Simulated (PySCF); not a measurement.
**Structure from 2D NMR**

Compound of formula C5H9FN2Si. Correlations simulated from computed shifts and the bond graph:

HSQC (one-bond C–H):
```
  δH    δC
2.43  10.2
2.42  13.5
```

HMBC (two and three bonds, from the bond graph):
```
  δH            δC
5.16         134.3
2.43  158.6, 134.3
2.42  158.6, 144.0
```

Carbons without hydrogens: δ 158.6, 144.0, 134.3.

- shielding tensors at PBE0/pcSseg-1 (GIAO)
- geometry: GFN2-xTB
- code: PySCF 2.14
- one computed conformer, fast rotation and ring inversion assumed for equivalent nuclei, isolated molecule, non-relativistic

Scale: 1H (31.72 ppm) and 13C (186.93 ppm) against TMS (reference shieldings calculated alike).

Exchangeable hydrogens are left out of these lists.

Assemble the structure.

Answers

`Cc1nn([SiH3])c(C)c1F`.

Numbering as in the mapped SMILES `[CH3:1][c:2]1[n:3][n:4]([SiH3:5])[c:6]([CH3:7])[c:8]1[F:9]` (H(Xn): hydrogen on atom n).

1. δC 158.6 is C8, an aromatic carbon bearing fluorine.
2. δC 144.0 is C2, a substituted aromatic carbon next to a ring nitrogen.
3. δC 134.3 is C6, a substituted aromatic carbon next to a ring nitrogen.
4. δC 13.5 is C1, a methyl carbon on an aromatic ring (δH 2.42).
5. δC 10.2 is C7, a methyl carbon on an aromatic ring (δH 2.43).
6. HMBC from δH 5.16 reaches the proton-free carbon C6.
7. HMBC from δH 2.43 reaches the proton-free carbons C8, C6.
8. HMBC from δH 2.42 reaches the proton-free carbons C8, C2.

The shifts were computed for this structure.

Shifts are as computed. Against solution values, carbons near 30 ppm lie about +3 ppm off and those near 130 ppm about +5 ppm. Of 1309 compounds with measured shifts, 239 miss one by over three times the rms of a fit or turn the order of signals round; such compounds aren't used in these exercises.
